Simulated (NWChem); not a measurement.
System: SnH$_{3}$O$_{2}$Br; SMILES [OH][SnH]([OH])[Br]

Input file for NWChem:

```
start job
memory heap 200 mb stack 900 mb global 1100 mb
geometry units angstroms
  Sn    -0.498183    -0.168880     0.553517
  O     -1.787966    -1.229586    -0.390863
  O     -1.431065     1.530487     0.724852
  Br     1.430161     0.182426    -0.919449
  H     -0.067089    -0.885014     2.015885
  H     -2.618120    -0.776441    -0.544438
  H     -0.919892     2.313159     0.925526
end
basis spherical
  * library def2-svp
end
ecp
  Sn library def2-ecp
end
dft
  xc pbe0
  iterations 150
end
driver
  maxiter 120
end
task dft optimize
dft
  grid fine
  convergence energy 1d-8 density 1d-7
end
task dft freq numerical
```

Output (shortened):

```
             Northwest Computational Chemistry Package (NWChem) 7.3.0
             --------------------------------------------------------

 C1  symmetry detected

                             Geometry "geometry" -> ""
                             -------------------------

 Output coordinates in angstroms (scale by  1.889725989 to convert to a.u.)

  No.       Tag          Charge          X              Y              Z
 ---- ---------------- ---------- -------------- -------------- --------------
    1 Sn                  50.0000    -0.01655620     0.68238651     0.27536340
    2 O                    8.0000    -1.49272943     1.42414589    -0.69992968
    3 O                    8.0000     1.50559088     1.42499169    -0.68332243
    4 Br                  35.0000    -0.00910957    -1.74421307    -0.07551313
    5 H                    1.0000    -0.08945741     1.09503127     1.90681056
    6 H                    1.0000    -1.22786737     2.02653715    -1.39638800
    7 H                    1.0000     2.36107811     1.01346306    -0.56961601

 Effective nuclear repulsion energy (a.u.)     757.6688564840

                                Z-matrix (autoz)
                                --------

 Units are Angstrom for bonds and degrees for angles

      Type          Name      I     J     K     L     M      Value
      ----------- --------  ----- ----- ----- ----- ----- ----------
    1 Stretch                  1     2                       1.91846
    2 Stretch                  1     3                       1.94614
    3 Stretch                  1     4                       2.45185
    4 Stretch                  1     5                       1.68440
    5 Stretch                  2     6                       0.95817
    6 Stretch                  3     7                       0.95611
    7 Bend                     1     2     6               113.57195
    8 Bend                     1     3     7               118.48965
    9 Bend                     2     1     3               101.76257
   10 Bend                     2     1     4               108.19469
   11 Bend                     2     1     5               111.36871
   12 Bend                     3     1     4               107.74478
   13 Bend                     3     1     5               114.67643
   14 Bend                     4     1     5               112.40783
   15 Torsion                  2     1     3     7        -161.95348
   16 Torsion                  3     1     2     6          -3.45537
   17 Torsion                  4     1     2     6        -116.79249
   18 Torsion                  4     1     3     7         -48.28084
   19 Torsion                  5     1     2     6         119.18755
   20 Torsion                  5     1     3     7          77.69801

                           NWChem Geometry Optimization
                           ----------------------------

 maximum gradient threshold         (gmax) =   0.000450
 rms gradient threshold             (grms) =   0.000300
 maximum cartesian step threshold   (xmax) =   0.001800
 rms cartesian step threshold       (xrms) =   0.001200
 fixed trust radius                (trust) =   0.300000
 source of zmatrix                         =   autoz

          -------------------
          Energy Minimization
          -------------------

 Using diagonal initial Hessian
 Scaling for Hessian diagonals: bonds = 1.00  angles = 0.25  torsions = 0.10

          --------
          Step   0

                                 NWChem DFT Module
                                 -----------------

 Summary of "ao basis" -> "ao basis" (spherical)
 ------------------------------------------------------------------------------
       Tag                 Description            Shells   Functions and Types
 ---------------- ------------------------------  ------  ---------------------
 Sn                         def2-svp                10       26   4s4p2d
 O                          def2-svp                 6       14   3s2p1d
 Br                         def2-svp                12       32   5s4p3d
 H                          def2-svp                 3        5   2s1p

[...]

      ----------------------
      Optimization converged
      ----------------------

  Step       Energy      Delta E   Gmax     Grms     Xrms     Xmax
  ---- ---------------- -------- -------- -------- -------- --------
@   22   -2939.88153217  1.1D-07  0.00004  0.00001  0.00057  0.00160
                                     ok       ok       ok       ok

                                Z-matrix (autoz)
                                --------

 Units are Angstrom for bonds and degrees for angles

      Type          Name      I     J     K     L     M      Value     Gradient
      ----------- --------  ----- ----- ----- ----- ----- ---------- ----------
    1 Stretch                  1     2                       1.96660   -0.00001
    2 Stretch                  1     3                       1.97340   -0.00001
    3 Stretch                  1     4                       2.49490   -0.00001
    4 Stretch                  1     5                       1.69601    0.00003
    5 Stretch                  2     6                       0.96488   -0.00004
    6 Stretch                  3     7                       0.96542    0.00001
    7 Bend                     1     2     6               112.82108    0.00000
    8 Bend                     1     3     7               111.44842    0.00000
    9 Bend                     2     1     3               108.41748    0.00000
   10 Bend                     2     1     4               110.13854    0.00000
   11 Bend                     2     1     5               107.01287    0.00000
   12 Bend                     3     1     4               105.30882   -0.00000
   13 Bend                     3     1     5               113.39675   -0.00000
   14 Bend                     4     1     5               112.52118   -0.00000
   15 Torsion                  2     1     3     7        -118.03623   -0.00000
   16 Torsion                  3     1     2     6          49.62808    0.00000
   17 Torsion                  4     1     2     6         -65.11237    0.00000
   18 Torsion                  4     1     3     7          -0.17188    0.00000
   19 Torsion                  5     1     2     6         172.28280   -0.00000
   20 Torsion                  5     1     3     7         123.27271   -0.00000

                         Geometry "geometry" -> "geometry"
                         ---------------------------------

 Output coordinates in angstroms (scale by  1.889725989 to convert to a.u.)

[...]

 Rotational Constants
 --------------------
 A=   0.144216 cm-1  (  0.207490 K)
 B=   0.041548 cm-1  (  0.059777 K)
 C=   0.036195 cm-1  (  0.052076 K)

 Temperature                      =   298.15K
 frequency scaling parameter      =   1.0000

 Zero-Point correction to Energy  =   21.308 kcal/mol  (  0.033957 au)
 Thermal correction to Energy     =   25.867 kcal/mol  (  0.041222 au)
 Thermal correction to Enthalpy   =   26.459 kcal/mol  (  0.042166 au)

 Total Entropy                    =   87.873 cal/mol-K
   - Translational                =   42.218 cal/mol-K (mol. weight = 232.8316)
   - Rotational                   =   28.387 cal/mol-K (symmetry #  =        1)
   - Vibrational                  =   17.268 cal/mol-K

 Cv (constant volume heat capacity) =   22.453 cal/mol-K
   - Translational                  =    2.979 cal/mol-K
   - Rotational                     =    2.979 cal/mol-K
   - Vibrational                    =   16.494 cal/mol-K

[normal modes left out]

 ----------------------------------------------------------------------------
 Normal Eigenvalue ||           Projected Infra Red Intensities
  Mode   [cm**-1]  || [atomic units] [(debye/angs)**2] [(KM/mol)] [arbitrary]
 ------ ---------- || -------------- ----------------- ---------- -----------
    1       -0.000 ||    0.000001           0.000         0.001       0.000
    2       -0.000 ||    0.000033           0.001         0.032       0.007
    3       -0.000 ||    0.000006           0.000         0.006       0.001
    4        0.000 ||    0.000133           0.003         0.130       0.027
    5        0.000 ||    0.000020           0.000         0.020       0.004
    6        0.000 ||    0.000060           0.001         0.059       0.012
    7       92.751 ||    0.030480           0.703        29.713       6.152
    8      126.650 ||    0.022654           0.523        22.084       4.572
    9      156.037 ||    0.067882           1.566        66.174      13.701
   10      181.224 ||    0.066594           1.536        64.919      13.441
   11      224.544 ||    0.063160           1.457        61.571      12.748
   12      262.071 ||    0.055876           1.289        54.471      11.278
   13      538.997 ||    0.060663           1.400        59.137      12.244
   14      560.036 ||    0.043524           1.004        42.430       8.784
   15      633.614 ||    0.058206           1.343        56.742      11.748
   16      648.840 ||    0.087623           2.022        85.419      17.685
   17      848.079 ||    0.135237           3.120       131.836      27.295
   18      862.026 ||    0.098408           2.270        95.933      19.862
   19     2003.101 ||    0.078334           1.807        76.364      15.810
   20     3882.580 ||    0.077217           1.781        75.275      15.585
   21     3891.791 ||    0.094367           2.177        91.994      19.046
 ----------------------------------------------------------------------------
```

Level: PBE0/def2-SVP with def2 effective core potentials on Sn. This build's default masses of Se (78.918 u) and Br (79.917 u) are each other's, which moves their modes by up to 0.6 %. def2 effective core potentials on Sn; no spin-orbit coupling.
